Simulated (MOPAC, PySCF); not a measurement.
C4H6O, SMILES `COC=C=C` (C–C–O–C torsion 0°), neutral singlet in the gas phase. 

Cartesian coordinates (Å):
SMILES: C=C=COC
```xyz
11

C      1.8552    -0.1713    -0.9085
C      0.8512     0.5021    -0.4246
C     -0.1348     1.2189     0.0498
O     -1.2850     0.7615     0.6206
C     -1.4106    -0.6511     0.7013
H      1.8900    -0.4780    -1.9501
H      2.7036    -0.4560    -0.2927
H     -0.1118     2.3013     0.0242
H     -2.3695    -0.8472     1.1744
H     -0.6025    -1.0793     1.3011
H     -1.3858    -1.1008    -0.2954
```
Charge 0, multiplicity 1.

All levels are single points at this geometry (B3LYP-D3(BJ)/def2-TZVP); Pople sets use spherical d functions. Orbital energies aren't observables, and empty levels follow the basis.

| level | HOMO (eV) | LUMO (eV) | gap (eV) | dipole (D) | vertical IE, Delta-SCF (eV) |
|---|---|---|---|---|---|
| PBE-D3(BJ)/def2-TZVP in PySCF | -5.30 | -1.20 | 4.09 | 1.02 | – |
| ωB97X-D3(BJ)/def2-TZVP in PySCF | -8.90 | 2.02 | 10.92 | 1.11 | – |
| B3LYP/3-21G in PySCF | -5.89 | 0.18 | 6.08 | 1.22 | – |
| B3LYP/6-31G* in PySCF | -5.97 | 0.14 | 6.11 | 1.05 | 8.43 |
| AM1 in MOPAC | -9.24 | 1.08 | 10.32 | 1.09 | – |
| PM7 in MOPAC | -9.14 | 0.64 | 9.78 | 1.24 | – |
